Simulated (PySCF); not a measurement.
Telling isomers of C4H4N2O apart by NMR

Computational details: J couplings at B3LYP/pcJ-1 (spin–dipole term left out of most H,H and C,H couplings), GIAO PBE0/pcSseg-1 shieldings, geometry from GFN2-xTB, in PySCF (one conformer, in vacuum, relativity neglected, averaged over atoms made equivalent by symmetry, fast rotation or ring inversion).

Referencing at the same level of theory: TMS for 1H, 13C. Multiplet labels drop J under 1 Hz and among equivalent protons, and merge close values. Unscaled 3J(H,H) run several per cent high. Shifts are as computed. Against solution values, carbons near 30 ppm lie about +3 ppm off and those near 130 ppm about +5 ppm. Of 1211 compounds with measured shifts, 218 miss one by over three times the rms of a fit or turn the order of signals round; such compounds aren't used in these exercises. OH and NH positions are gas-phase values without hydrogen bonding to other molecules.

(1) Tabulate the signals of `O=Cc1cc[nH]n1`, `Oc1ccnnc1`, `[H]/N=C/c1cocn1` and their relative energies.

(2) What is the quickest way to tell O=Cc1cc[nH]n1 from [H]/N=C/c1cocn1?

(3) What is the quickest way to tell O=Cc1cc[nH]n1 from Oc1ccnnc1?

(4) What is the quickest way to tell Oc1ccnnc1 from [H]/N=C/c1cocn1?

Answers

(1) 
```tsv
SMILES	carbon types	δC	δH	E rel. (kcal/mol)
O=Cc1cc[nH]n1	1×C 3×CH	191.4, 156.9, 132.4, 112.9	10.30 (s, 1H), 9.78 (br s, 1H), 7.54 (d, 1H), 7.22 (d, 1H)	0.0
Oc1ccnnc1	1×C 3×CH	160.8, 154.8, 144.6, 115.0	9.36 (d, 1H), 9.08 (d, 1H), 7.01 (dd, 1H), 4.45 (br s, 1H)	13.6
[H]/N=C/c1cocn1	1×C 3×CH	168.3, 154.6, 148.9, 145.8	11.46 (br s, 1H), 8.95 (s, 1H), 8.60 (d, 1H), 7.73 (d, 1H)	7.7
```

Energies are electronic energies at PBE0/pcSseg-1 on these geometries, without zero-point or thermal terms, each for the one conformer computed, which needn't be the lowest.

(2) Both give the same number of carbon signals, with the same numbers of each carbon type, so the positions decide. The first has an aromatic CH at 112.9 ppm, the second a C=N carbon (CH) at 168.3 ppm. Their most deshielded carbons lie at 191.4 and 168.3 ppm. In the proton spectra the most deshielded non-exchanging signals are 10.30 (s, 1H) and 8.95 (s, 1H).

(3) Both give the same number of carbon signals, with the same numbers of each carbon type, so the positions decide. The first has an aldehyde carbonyl carbon (CH) at 191.4 ppm, the second an aromatic CH next to a ring nitrogen at 154.8 ppm. Their most deshielded carbons lie at 191.4 and 160.8 ppm. In the proton spectra the most deshielded non-exchanging signals are 10.30 (s, 1H) and 9.36 (d, J = 6.4 Hz, 1H).

(4) Both give the same number of carbon signals, with the same numbers of each carbon type, so the positions decide. The first has an aromatic CH at 115.0 ppm, the second a C=N carbon (CH) at 168.3 ppm. Their most deshielded carbons lie at 160.8 and 168.3 ppm. In the proton spectra the most deshielded non-exchanging signals are 9.36 (d, J = 6.4 Hz, 1H) and 8.95 (s, 1H).
